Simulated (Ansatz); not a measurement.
Cost and result for the atomization energy of `C=C[SiH](F)[GeH3]` (12 atoms, 11 bonds).

Cartesian coordinates in Å:
```
C -1.171 1.239 1.638
C -1.070 0.822 0.378
Si -0.352 -0.830 -0.043
F -1.408 -1.689 -0.899
Ge 1.632 -0.621 -1.345
H -1.544 2.227 1.895
H -0.883 0.606 2.473
H -1.373 1.498 -0.420
H -0.092 -1.561 1.226
H 2.727 0.066 -0.511
H 2.157 -1.994 -1.796
H 1.377 0.237 -2.597
```

Charge 0, multiplicity 1. Correlated methods include outer-core shells of Ge, which these sets cover unevenly. Scalar relativity is left out up to krypton. The geometry is a stationary point of PBE0-D4/def2-TZVP. It is one conformer, not always the lowest. Program: Ansatz. All runs use 2 threads of an AMD EPYC 7R13 on a shared host and a share of an NVIDIA H100 80 GB. Times are those of one run each, without the atoms' runs, and a repeat can differ threefold. Electronic energies, without spin–orbit coupling; frozen cores. CCSD(T)/CBS adds CCSD(T) − MP2 in def2-TZVPP to the MP2 limit, and its time is that of the two runs behind it. T1 = 0.012. With those shells the extrapolation isn't a true limit. B3LYP takes the VWN-RPA correlation (the form of Gaussian; ORCA's B3LYP/G). HSE06 is the plane-wave form, built on full-range PBE exchange.

CCSD(T)/CBS is a level of theory with its own doubt, some kJ/mol a heavy atom from the limit and from the frozen cores, so smaller differences don't rank the functionals.

```tsv
level	functions	wall time
PBE-D4/def2-TZVPP (with forces)	281	2.6 s
BLYP-D4/def2-TZVPP	281	3.9 s
B97M-V/def2-TZVPP	281	4.4 s
ωB97X-V/def2-TZVPP	281	5 s
B3LYP-D4/def2-TZVPP (with forces)	281	5 s
PBE-QIDH/def2-TZVPP	281	5.5 s
CCSD(T)/def2-SVP	127	6 s
HSE06-D4/def2-TZVPP	281	6 s
B2PLYP/def2-TZVPP	281	6 s
r2SCANh-D4/def2-TZVPP	281	7 s
CCSD(T)/def2-TZVPP	281	8.5 s
CCSD(T)/def2-QZVPP	540	2.6 min
CCSD(T)/CBS(def2)	–	2.8 min
```

Question: What atomization energy does each give, and how far from CCSD(T)/CBS? (Estimate.)

Answer: Computed: 
```json
{"level": "PBE-D4/def2-TZVPP (with forces)", "atomization (kcal/mol)": "1025.5", "difference from CCSD(T)/CBS": "5.1", "per bond": "0.5"}
{"level": "BLYP-D4/def2-TZVPP", "atomization (kcal/mol)": "1009.9", "difference from CCSD(T)/CBS": "-10.5", "per bond": "-1.0"}
{"level": "B97M-V/def2-TZVPP", "atomization (kcal/mol)": "1024.1", "difference from CCSD(T)/CBS": "3.7", "per bond": "0.3"}
{"level": "ωB97X-V/def2-TZVPP", "atomization (kcal/mol)": "1021.2", "difference from CCSD(T)/CBS": "0.8", "per bond": "0.1"}
{"level": "B3LYP-D4/def2-TZVPP (with forces)", "atomization (kcal/mol)": "1015.0", "difference from CCSD(T)/CBS": "-5.4", "per bond": "-0.5"}
{"level": "PBE-QIDH/def2-TZVPP", "atomization (kcal/mol)": "1010.0", "difference from CCSD(T)/CBS": "-10.4", "per bond": "-0.9"}
{"level": "CCSD(T)/def2-SVP", "atomization (kcal/mol)": "959.1", "difference from CCSD(T)/CBS": "-61.3", "per bond": "-5.6"}
{"level": "HSE06-D4/def2-TZVPP", "atomization (kcal/mol)": "1013.4", "difference from CCSD(T)/CBS": "-7.0", "per bond": "-0.6"}
{"level": "B2PLYP/def2-TZVPP", "atomization (kcal/mol)": "1005.6", "difference from CCSD(T)/CBS": "-14.8", "per bond": "-1.3"}
{"level": "r2SCANh-D4/def2-TZVPP", "atomization (kcal/mol)": "1014.3", "difference from CCSD(T)/CBS": "-6.1", "per bond": "-0.6"}
{"level": "CCSD(T)/def2-TZVPP", "atomization (kcal/mol)": "997.0", "difference from CCSD(T)/CBS": "-23.4", "per bond": "-2.1"}
{"level": "CCSD(T)/def2-QZVPP", "atomization (kcal/mol)": "1011.8", "difference from CCSD(T)/CBS": "-8.6", "per bond": "-0.8"}
{"level": "CCSD(T)/CBS(def2)", "atomization (kcal/mol)": "1020.4", "difference from CCSD(T)/CBS": "0.0", "per bond": "0.0"}
```

From PBE to PBE0 (25 % exact exchange), in def2-TZVPP and without D4, the atomization energy moves by −11.5 kcal/mol: exact exchange takes away binding that semilocal exchange gives to molecules. At CCSD(T), def2-SVP lies −61.2 kcal/mol from the extrapolated value and def2-TZVPP −23.3 kcal/mol: correlation converges slowly with the basis, and small sets miss more of it in the bonded molecule than in its fragments. Leaving LDA and LC-ωPBE aside and taking each functional with its dispersion term where it has one, the values, not all of them listed here, spread over 31.8 kcal/mol, from BHLYP-D4 to PBE-D4. LDA lies +129.0 kcal/mol from PBE without D4, its usual overbinding.
